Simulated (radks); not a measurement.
Results of a calculation; reference values are marked as such.
All-electron atom: W13+ in [Kr] 4d10 4f13 5s2 (the NIST ground configuration). Code: a radial shooting solver on a logarithmic mesh with Libxc functionals. Model: Dirac Kohn-Sham, PBE, spin-unpolarised, spherical densities, finite nucleus; open shells fill j = l - 1/2 first; Fermi nuclear charge, rms radius 5.3658 fm.

Spin-orbit splittings of the eigenvalues, e(l+1/2) - e(l-1/2), with zeta = 2 splitting/(2l+1) and mean radii in bohr:

shell,occ.,splitting (eV),zeta (eV),<r> j=l-1/2,<r> j=l+1/2
2p,6,1353,902.1,0.06364,0.07160
3p,6,292.8,195.2,0.1905,0.2052
3d,10,63.72,25.49,0.1795,0.1841
4p,6,68.40,45.60,0.4528,0.4851
4d,10,12.76,5.103,0.4990,0.5096
4f,13,2.497,0.7134,0.5532,0.5593
5p,0,14.95,9.969,1.016,1.073
